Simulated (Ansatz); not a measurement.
Energy profile

The step: Si₄H₉O₃F ([F][Si]([O][SiH3])([O][SiH3])[O][SiH3]) + NH₃ → Si₃NH₈O₂F ([NH2][Si]([F])([O][SiH3])[O][SiH3]) + SiH₄O ([OH][SiH3]); bonds formed: Si1–N10, O2–H9; bonds broken: Si1–O2, H9–N10 (atoms numbered as in the saddle structure below).

```tsv
atom	x (Å)	y (Å)	z (Å)
Si1	0.5407	-0.7080	1.4097
O2	0.1643	0.6001	-0.4394
Si3	-0.2319	1.3100	-1.8390
O4	-0.9307	-0.2420	1.8324
Si5	-2.1452	0.6404	1.1293
O6	0.8517	-1.8801	0.3651
Si7	0.5148	-2.1822	-1.2272
F8	1.1013	-1.3255	2.7773
H9	1.3296	1.0534	0.4103
N10	1.7634	0.6671	1.3260
H11	-1.2356	2.4005	-1.6468
H12	0.9729	1.9333	-2.4726
H13	-0.8075	0.3544	-2.8302
H14	-3.2835	0.5060	2.0749
H15	-1.7761	2.0725	1.0414
H16	-2.5606	0.0981	-0.1843
H17	1.4051	-1.3995	-2.1167
H18	0.8086	-3.6258	-1.4124
H19	-0.9110	-1.9293	-1.5298
H20	2.7208	0.3479	1.2220
H21	1.7089	1.3090	2.1101
```

Electronic energies by CCSD(T) at an estimated basis limit (MP2 extrapolated from triple and quadruple zeta, plus CCSD(T) − MP2 in triple zeta), on PBE0-D4/def2-TZVP structures; Si4NH12O3F, singlet; no counterpoise correction. Program: Ansatz 0.2.0. Basis: def2-TZVPP and def2-QZVPP. Cores are frozen in the correlated methods. Extrapolation: Hartree–Fock as exp(−7.88 √X), correlation as X^−2.97.

Question: Give the profile in eV, counted from the separated reactants. (Judge from chemistry; the value comes from the calculation.)

Answer: By the calculation:
```tsv
point	eV
separated: Si4H9O3F (linked as [F][Si]([O][SiH3])([O][SiH3])[O][SiH3]; Si1, O2, Si3, O4, Si5, O6, Si7, F8, H11, H12, H13, H14, H15, H16, H17, H18, H19; singlet) + NH3 (H9, N10, H20, H21; singlet)	0.000
start structure	-0.282
saddle	1.176
end structure	0.287
separated: Si3NH8O2F (linked as [NH2][Si]([F])([O][SiH3])[O][SiH3]; Si1, O4, Si5, O6, Si7, F8, N10, H14, H15, H16, H17, H18, H19, H20, H21; singlet) + SiH4O (linked as [OH][SiH3]; O2, Si3, H9, H11, H12, H13; singlet)	0.680
```

No T1 diagnostic of these runs exceeds 0.013.

For scale, one of the runs: CCSD(T)/def2-TZVPP, 491 basis functions, launched by `ansatz run in.yaml --threads 4 --pin off --events-out ev --progress --plain --max-ram 46080MiB --backend cuda --devices 0, --max-vram 37GiB`. Hardware: 4 CPU threads of an AMD EPYC 7R13 and a share of one NVIDIA H100, shared host. Wall time 74 s; peak host memory 1.4 GiB.
